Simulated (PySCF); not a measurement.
Run record: geometry optimisation, `FB(F)[SiH2][CH2][GeH3]`.

Method: PBE0-D3(BJ)/def2-SVP geometry optimisation, gas phase (PySCF 2.14.0). Start geometry: GFN2-xTB. The input is one job of a driver script: a line of settings, then coordinates in Å.

Input:
```
{"job": {"xc": "PBE0", "basis": "def2-SVP", "d3": "d3bj", "grid": 1, "maxiter": 30, "shake": 0.01, "kind": "geom"}, "charge": 0, "multiplicity": 1}
F      1.095870     1.797380     0.641590
B      1.850820     0.763330     0.442890
F      3.115520     1.078760     0.478190
Si     1.109450    -1.023870     0.148900
C     -0.623240    -0.807560    -0.696070
Ge    -1.657840     0.743170    -0.007620
H      0.865930    -1.723790     1.434050
H      1.910450    -1.920480    -0.679820
H     -0.494350    -0.666820    -1.741460
H     -1.214790    -1.708260    -0.542490
H     -3.120940     0.522500    -0.296670
H     -1.531870     0.898280     1.481610
H     -1.299180     2.030470    -0.673410
```

Task: Estimate the output.

Result: 
```
step   0  E = -2632.24173619  max force = 0.038513
step   1  E = -2632.25236155  max force = 0.006193
step   2  E = -2632.25280158  max force = 0.005344
step   3  E = -2632.25297588  max force = 0.003175
step   4  E = -2632.25312985  max force = 0.001091
step   5  E = -2632.25320609  max force = 0.000678
step   6  E = -2632.25323615  max force = 0.001056
step   7  E = -2632.25326263  max force = 0.000892
step   8  E = -2632.25329306  max force = 0.000460
step   9  E = -2632.25332895  max force = 0.000978
step  10  E = -2632.25334145  max force = 0.001944
step  11  E = -2632.25335683  max force = 0.002125
step  12  E = -2632.25338002  max force = 0.001185
step  13  E = -2632.25339684  max force = 0.000300
step  14  E = -2632.25340515  max force = 0.000311
optimisation converged
```

Energies in Eh; «max force» is the largest Cartesian gradient component in Eh/bohr.

Task: Give the first gradient maximum in eV/Å.

Result: With 1 Eh/bohr = 51.422 eV/Å, 1.980 eV/Å.

Task: How much energy does the optimisation release, in kcal/mol?

Result: E(step 0) − E(last step) = 0.011669 Eh, which is 7.3 kcal/mol.

In short: final energy -2632.25341 Eh after 14 steps; dipole 1.42 D.

Task: Where do the atoms end?

Result: 0.226 Å rms from the input after alignment:
```
atom  x, y, z in Å
F1     1.2092    1.9772    0.7203
B2     1.9331    0.8789    0.5809
F3     3.2335    1.0240    0.7461
Si4    1.0598   -0.9142    0.1739
C5    -0.5208   -0.7038   -0.8242
Ge6   -1.8378    0.5341   -0.0536
H7     0.7395   -1.5522    1.4924
H8     2.0412   -1.7992   -0.5294
H9    -0.2760   -0.3551   -1.8410
H10   -0.9984   -1.6912   -0.9330
H11   -3.2505    0.1509   -0.5352
H12   -1.7988    0.4591    1.4853
H13   -1.5264    1.9741   -0.4932
```

The run took 2.4 min of wall time on an Arm Neoverse V2 with one thread, on a shared host, and the process peaked at 0.55 GiB of memory.
Labels such as C1 count atoms from 1, the log's own numbers from 0.
